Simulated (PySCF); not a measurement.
C₇H₇N.
Z-matrix (Å and degrees, GFN2-xTB geometry), rows numbered from 1:
```
N 
C   1  1.3848
C   2  1.3943  1  119.79
C   3  1.4065  2  123.21  1  -176.33
C   4  1.3557  3  113.36  2     0.10
C   5  1.3800  4  123.72  3    -0.08
C   6  1.3517  5  125.00  4    -0.20
C   6  1.4875  5   62.39  4  -179.87
H   1  1.0075  2  115.82  3  -159.79
H   1  1.0074  2  116.13  3   -21.81
H   3  1.0810  2  118.02  1     3.58
H   4  1.0802  3  121.01  2  -179.76
H   7  1.0810  2  120.79  1    -3.78
H   8  1.0855  5  119.27  6  -106.71
H   8  1.0853  5  119.01  6   106.73
```

Computed with TDDFT PBE0/def2-SVPD, vertical, gas phase, core orbitals frozen in the response in PySCF 2.14.0, density-fitted response routines.

Frontier orbitals with the atoms that hold most of them (Löwdin shares over 4%, at most four atoms; ? is withheld):

```tsv
orbital	ε (eV)	atoms
LUMO+2	0.81	N1 13%, H9 12%, H10 12%, C7 10%
LUMO+1	0.40	C2 22%, C5 17%, C6 14%, C3 12%
LUMO	?	C4 21%, C7 20%, C3 13%, C6 13%
HOMO	-5.70	?
HOMO-1	-7.25	?
HOMO-2	-7.78	C6 27%, C5 27%, C8 11%, C4 8%
HOMO-3	-8.64	N1 28%, C4 16%, C5 15%, C2 7%
```

Q: Give the leading atoms of the HOMO-1.

A: C7 (bonded to 2 C and H) 27%; C6 (bonded to 3 C) 21%; C4 (bonded to 2 C and H) 16%; C3 (bonded to 2 C and H) 13%.

Q: Which atoms hold the HOMO, and with what shares?

A: N1 (bonded to C and 2 H) 23%; C5 (bonded to 3 C) 17%; C3 (bonded to 2 C and H) 16%; C2 (bonded to 2 C and N) 14%. By element: carbon 46% or more, nitrogen 23%.

Q: What is the LUMO energy, and the HOMO–LUMO gap?

A: ε(LUMO) = -0.22 eV; the gap is 5.48 eV (0.2015 hartree).

Q: The HOMO–LUMO gap is 5.48 eV. Where does the response calculation put the lowest singlet, and from which orbitals?

A: S1 is at 4.53 eV (f = 0.074), 0.95 eV below the gap, made of HOMO→LUMO (92%). Without the coupling terms of the response equations the lowest excitation would equal the gap.

Q: Give energy, strength and leading configuration of S1 and S5, and follow the Löwdin shares of the leading atoms from the occupied to the empty orbital.

A: 
- S1 (4.53 eV, f 0.074), HOMO→LUMO (92%): N1 23% → at most 13%, C5 17% → at most 13%, C4 at most 14% → 21%, C7 at most 14% → 20%
- S5 (5.89 eV, f 0.0053), HOMO-2→LUMO (95%): C6 27% → 13%, C5 27% → at most 13%, C4 8% → 21%, C7 at most 8% → 20%
